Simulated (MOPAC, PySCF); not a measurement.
H3ClGe, SMILES `[Cl][GeH3]`, neutral singlet in the gas phase. 

Z-matrix (Å, degrees):
```
Ge
H 1 1.5262
H 1 1.5262 2 111.74
H 1 1.5262 2 111.74 3 126.02
Cl 1 2.1581 2 107.10 4 116.99
```
Charge 0, multiplicity 1.

All levels are single points at this geometry (CAM-B3LYP-D3(BJ)/def2-TZVP); Pople sets use spherical d functions. Orbital energies aren't observables, and empty levels follow the basis.

| level | HOMO (eV) | LUMO (eV) | gap (eV) | dipole (D) | vertical IE, Delta-SCF (eV) |
|---|---|---|---|---|---|
| CAM-B3LYP-D3(BJ)/def2-TZVP in PySCF | -10.14 | 0.72 | 10.86 | 2.04 | 11.34 |
| TPSSh-D3(BJ)/def2-TZVP in PySCF | -8.08 | -0.67 | 7.41 | 1.95 | 11.09 |
| B3LYP/3-21G in PySCF | -8.41 | -0.62 | 7.80 | 2.87 | – |
| B3LYP/6-311+G** (LANL2DZ on Ge) in PySCF | -8.56 | -0.68 | 7.87 | 2.50 | – |
| B3LYP/6-31G* in PySCF | -8.37 | -0.60 | 7.77 | 2.25 | 11.13 |
| BP86/6-31G* in PySCF | -7.36 | -1.29 | 6.08 | 2.16 | – |
| M06-2X/6-31G* in PySCF | -9.99 | 0.47 | 10.45 | 2.38 | – |
| PBE/6-31G* in PySCF | -7.26 | -1.22 | 6.04 | 2.16 | – |
| SVWN5/6-31G* in PySCF | -7.31 | -1.44 | 5.87 | 2.20 | – |
| HF/3-21G in PySCF | -12.07 | 2.67 | 14.74 | 3.36 | – |
| AM1 in MOPAC | -11.32 | -0.69 | 10.63 | 2.54 | – |
| PM3 in MOPAC | -10.55 | -0.94 | 9.61 | 2.32 | – |
| PM7 in MOPAC | -10.88 | -1.76 | 9.12 | 3.16 | – |
